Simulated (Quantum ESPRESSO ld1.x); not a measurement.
Lu I, 71 electrons, occupied as [Xe] 4f14 5d1 6s1 7s1 (not the ground configuration). Method: scalar-relativistic Kohn-Sham, LDA (Slater exchange, Perdew-Zunger correlation), spin-polarised, spherical densities, point nucleus; open shells are filled with parallel spins first; computed with ld1.x of Quantum ESPRESSO 7.5.

Unscreened Slater integrals over Kohn-Sham orbitals (eV). They are taken over the spin-up orbitals. Empty in this configuration: 6d, 6p.

integral     value
F0(6d,6d)   2.3889
F2(6d,6d)   1.2989
F4(6d,6d)  0.87381
F0(6d,7s)   2.5446
G2(6d,7s)   1.3355
F0(6d,6p)   2.9426
F2(6d,6p)  0.89781
G1(6d,6p)  0.51547
G3(6d,6p)  0.34623
F0(6d,5d)   3.1048
F2(6d,5d)  0.47700
F4(6d,5d)  0.19358
G0(6d,5d)  0.15383
G2(6d,5d)  0.16540
G4(6d,5d)  0.12369
F0(7s,7s)   2.7417
F0(7s,6p)   3.2968
G1(7s,6p)  0.50992
F0(7s,5d)   3.5211
G2(7s,5d)  0.20820
F0(6p,6p)   5.2981
F2(6p,6p)   2.8085
F0(6p,5d)   6.3941
F2(6p,5d)   2.3790
G1(6p,5d)   1.8064
G3(6p,5d)   1.2596
F0(5d,5d)   9.8006
F2(5d,5d)   4.8201
F4(5d,5d)   3.0847

Derived for the open shells (J is the average intra-shell exchange parameter used in DFT+U). 5d: Racah B = F2/49 - 5 F4/441 = 0.06340 eV, C = 35 F4/441 = 0.2448 eV, C/B = 3.86, F4/F2 = 0.640, J = (F2 + F4)/14 = 0.5646 eV.
